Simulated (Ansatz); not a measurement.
The same ligand exchange along the group B, Al, Ga.

Isolated molecules relaxed with PBE0-D4/def2-TZVP in Ansatz; ΔE leaves out vibrations. CCSD(T)/CBS is the MP2 limit (def2-TZVPP, def2-QZVPP) plus CCSD(T) − MP2 in def2-TZVPP, frozen cores. This one scheme is used for every species. DFT in def2-TZVPP. For Br, Ga outer-core shells are correlated without core-valence functions, which leaves a few kJ/mol of doubt a bond. Scalar relativity is left out up to krypton. Each species was taken in one conformer, which may not be the lowest.

```
                                                reaction  CCSD(T)/CBS(def2) (kcal/mol)
                      `NB(Cl)Br` + H–F → `NB(F)Cl` + HBr                         -12.8
`[NH2][Al]([Cl])[Br]` + H–F → `[NH2][Al]([F])[Cl]` + HBr                          -4.2
`[NH2][Ga]([Cl])[Br]` + H–F → `[NH2][Ga]([F])[Cl]` + HBr                             ?
```

**Question.** Fill in the missing values. (Estimate.)

**Answer.** Ansatz gave: `[NH2][Ga]([Cl])[Br]` + H–F → `[NH2][Ga]([F])[Cl]` + HBr: +12.1 kcal/mol.

Largest T1 diagnostic: 0.013, for `[NH2][Ga]([F])[Cl]`.
